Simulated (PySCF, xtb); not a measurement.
Sn(H)(F)(OH)2 (FH3O2Sn), SMILES [OH][SnH]([OH])[F].

xtb with GFN2-xTB at its own geometry gives an orbital gap of 5.55 eV and a dipole moment of 2.46 D.

Coordinates come from a B3LYP-D3(BJ)/def2-SVP optimisation. The def2 effective core potentials stand for the cores of Sn; spin–orbit coupling is left out. One conformer was computed; it need not be the lowest.

Question: What does HF/def2-TZVP (PySCF) give? (Estimate from the structure and the level; the computed values follow.)

Answer: gap 15.36 eV (levels -13.39 and 1.97 eV), dipole 1.00 D.
